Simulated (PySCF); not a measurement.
silylphosphine cation (H5PSi), SMILES P[SiH3] (connectivity only; charge and spin as stated), charge +1, multiplicity 2. Atoms are numbered in the order given.

```xyz
7

Si    -1.1775     0.0131     0.0000
P      1.1460    -0.0708     0.0000
H     -1.5020    -0.6850     1.2506
H     -1.5020    -0.6850    -1.2506
H     -1.4056     1.4702     0.0000
H      1.8521     0.3894     1.1240
H      1.8521     0.3894    -1.1240
```
Charge +1, spin multiplicity 2.

The structure is a stationary point at B3LYP-D3(BJ)/def2-TZVP. The multiplicity is an assumed one; other spin states were not compared.

These are TDA-PBE0/def2-SVPD run with PySCF values and carry that method's errors.

Vertical excitations. The molecule is in vacuum.

Computed lowest excited states:
| state | energy (eV) | λ (nm) | f | main pairs |
|---|---|---|---|---|
| root 1 | 3.83 | 324 | 0.005 | β HOMO−2→LUMO 73 %, β HOMO→LUMO 25 % |
| root 2 | 4.31 | 288 | 0.000 | β HOMO−1→LUMO 99 % |
| root 3 | 4.45 | 279 | 0.038 | β HOMO→LUMO 73 %, β HOMO−2→LUMO 24 % |
| root 4 | 5.70 | 218 | 0.001 | β HOMO−3→LUMO 95 % |
| root 5 | 6.43 | 193 | 0.006 | α HOMO→LUMO 96 % |
| root 6 | 6.54 | 190 | 0.002 | α HOMO→LUMO+1 95 % |
| root 7 | 7.56 | 164 | 0.019 | α HOMO→LUMO+2 83 % |
| root 8 | 7.59 | 163 | 0.000 | α HOMO−1→LUMO 57 %, β HOMO−1→LUMO+1 24 % |
| root 9 | 7.65 | 162 | 0.001 | α HOMO−2→LUMO 46 %, β HOMO→LUMO+1 29 %, β HOMO−2→LUMO+1 10 % |
| root 10 | 7.93 | 156 | 0.000 | α HOMO−3→LUMO+1 17 %, α HOMO−2→LUMO+1 15 %, α HOMO−1→LUMO 12 %, β HOMO−2→LUMO+2 37 %, β HOMO→LUMO+2 9 % |
Unrestricted roots are not spin-pure.
